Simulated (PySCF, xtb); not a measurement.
Ga(H)2(vinyl) (C2H5Ga), SMILES C=[CH][GaH2].

Harmonic wavenumbers (cm⁻¹) from GFN2-xTB run with xtb 6.7.1 at its own minimum, in rising order: 159, 173, 369, 391, 460, 516, 687, 918, 952, 1023, 1206, 1386, 1538, 1599, 1620, 2950, 2977, 3042.

Question: What does TPSSh-D3(BJ)/def2-SVP (PySCF 2.14.0) give at its own minimum? (The exact figures need the calculation; the answer reports its results.)

Answer: 163, 212, 428, 471, 591, 625, 752, 1000, 1004, 1054, 1274, 1425, 1639, 1963, 1972, 3098, 3125, 3188. Paired by order, the mean absolute difference is 112 cm⁻¹ and the zero-point energies are 31.4 and 34.3 kcal/mol.
